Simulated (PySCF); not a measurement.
CH3AlCl, charge +1.

```xyz
6

Al     0.0000     0.0000    -0.4109
C      0.0000     0.0000    -2.3218
H     -0.8933    -0.5158    -2.6800
H      0.8933    -0.5158    -2.6800
H      0.0000     1.0315    -2.6800
Cl     0.0000     0.0000     1.6066
```
Charge +1, spin multiplicity 1.

Geometry optimised at B3LYP-D3(BJ)/def2-TZVP. The spin state was assumed, not searched. The isomer is the one that the SMILES or the coordinates give; other isomers of the formula were not compared.

Method: B3LYP/pcSseg-2 in PySCF. Non-relativistic, no solvent.

Computed absolute GIAO shielding of each atom: isotropic value and principal components (ppm):
```json
[
 {"atom": "Al1", "σ(iso)": "349.0", "σ11": "129.8", "σ22": "129.8", "σ33": "787.2", "span": "657.4"},
 {"atom": "C2", "σ(iso)": "186.2", "σ11": "177.5", "σ22": "177.5", "σ33": "203.6", "span": "26.1"},
 {"atom": "H3", "σ(iso)": "29.9", "σ11": "25.2", "σ22": "26.7", "σ33": "37.7", "span": "12.5"},
 {"atom": "H4", "σ(iso)": "29.9", "σ11": "25.2", "σ22": "26.7", "σ33": "37.7", "span": "12.5"},
 {"atom": "H5", "σ(iso)": "29.9", "σ11": "25.2", "σ22": "26.7", "σ33": "37.7", "span": "12.5"},
 {"atom": "Cl6", "σ(iso)": "822.2", "σ11": "658.6", "σ22": "658.6", "σ33": "1149.3", "span": "490.7"}
]
```
